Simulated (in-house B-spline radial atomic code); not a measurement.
**The iodine ion I⁴⁺: [Kr] 4d10 5s2 5p(1 up, 0 down)**

Level of theory: non-relativistic PBEsol, spin-polarised, spherical fractional occupations, point nucleus; calculated with an all-electron radial atomic-structure program (B-spline basis).

Z_r = [3n² - l(l+1)]/(2<r>); Z_e = n√(-2ε); the last column is Slater's effective charge. Values are occupation-weighted means over spin.

| shell | electrons | ε (eV) | <r> (bohr) | Z_r | Z_e | Slater |
| --- | --- | --- | --- | --- | --- | --- |
| 1s | 2 | -31678 | 0.02869 | 52.28 | 48.25 | 52.70 |
| 2s | 2 | -4811.5 | 0.1235 | 48.58 | 37.61 | 48.85 |
| 2p | 6 | -4524.9 | 0.1052 | 47.54 | 36.47 | 48.85 |
| 3s | 2 | -1004.8 | 0.3281 | 41.15 | 25.78 | 41.75 |
| 3p | 6 | -884.24 | 0.3184 | 39.26 | 24.19 | 41.75 |
| 3d | 10 | -659.97 | 0.2889 | 36.34 | 20.89 | 31.85 |
| 4s | 2 | -211.33 | 0.7692 | 31.20 | 15.76 | 25.25 |
| 4p | 6 | -169.12 | 0.8033 | 28.63 | 14.10 | 25.25 |
| 4d | 10 | -97.022 | 0.9066 | 23.16 | 10.68 | 13.85 |
| 5s | 2 | -55.383 | 1.844 | 20.33 | 10.09 | 9.00 |
| 5p | 1 | -44.999 | 2.047 | 17.83 | 9.09 | 9.00 |

The least bound orbital is 5p up at -45 eV, and it is also the most diffuse (<r> = 2.047 bohr).
